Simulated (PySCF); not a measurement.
Relaxation of singlet Sn₂Se

Method: PBE0/[Se def2-SVP, Sn def2-SVP with ECP28], scalar-relativistic core potentials, density fitting, no spin–orbit coupling, PySCF. A (50,194) grid was used.

A hand-made bent start, of C2v symmetry, held to at least that symmetry:

```xyz
3
charge 0 multiplicity 1, angstrom
Se    0.0000    0.0000   -1.1014
Sn    2.0970    0.0000    0.3670
Sn   -2.0970    0.0000    0.3670
```

(1) What forces act on the atoms at the start (eV/Å)?

(2) What does it relax to?

(3) How much energy is released, and in how many steps?

Answers

(1) 
```
atom     Fx    Fy     Fz
 Se1   0.00  0.00  -1.15
 Sn2  -0.87  0.00   0.58
 Sn3   0.87  0.00   0.58
```

(2) It ends at C2v with Se–Sn 2.574 Å (×2), Sn–Sn 2.925 Å; Se–Sn–Sn 55.4° (×2), Sn–Se–Sn 69.3°. A frequency run shows a minimum. Other isomers or separated fragments may lie lower.

(3) 170.6 kJ/mol in 7 steps.

The relaxation took 20 s on 2 threads of a shared Intel Xeon 6975P-C (Granite Rapids) host, with 84 basis functions and 8 gradients; the process peaked at 0.59 GiB.
